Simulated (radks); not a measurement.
Correlation energies from several functionals, in hartree. Species: As29+ [He] 2s2; Zn19+ [Ne] 3s1; Cs+ [Xe]; Zn23+ [He] 2s2 2p3. Method: non-relativistic Kohn-Sham, PBE, spin-polarised, spherical densities, point nucleus; computed with a radial shooting solver on a logarithmic mesh with Libxc functionals. Every spin shell is full or empty, so the densities are truly spherical. Functionals are evaluated on that one density, not self-consistently.

[
 {"functional": "PW92", "As29+": "-0.47300", "Zn19+": "-1.1935", "Cs+": "-5.2404", "Zn23+": "-0.73843"},
 {"functional": "VWN5", "As29+": "-0.47475", "Zn19+": "-1.1984", "Cs+": "-5.2627", "Zn23+": "-0.74140"},
 {"functional": "PZ", "As29+": "-0.47400", "Zn19+": "-1.1940", "Cs+": "-5.2411", "Zn23+": "-0.72544"},
 {"functional": "Chachiyo", "As29+": "-0.46916", "Zn19+": "-1.1812", "Cs+": "-5.1732", "Zn23+": "-0.71730"},
 {"functional": "PBEsol", "As29+": "-0.14102", "Zn19+": "-0.53583", "Cs+": "-3.3312", "Zn23+": "-0.27654"},
 {"functional": "LYP", "As29+": "-0.14131", "Zn19+": "-0.52982", "Cs+": "-2.7713", "Zn23+": "-0.27762"},
 {"functional": "revTPSS", "As29+": "-0.11703", "Zn19+": "-0.45568", "Cs+": "-2.9853", "Zn23+": "-0.23418"},
 {"functional": "r2SCAN", "As29+": "-0.12048", "Zn19+": "-0.45569", "Cs+": "-2.9562", "Zn23+": "-0.23477"}
]
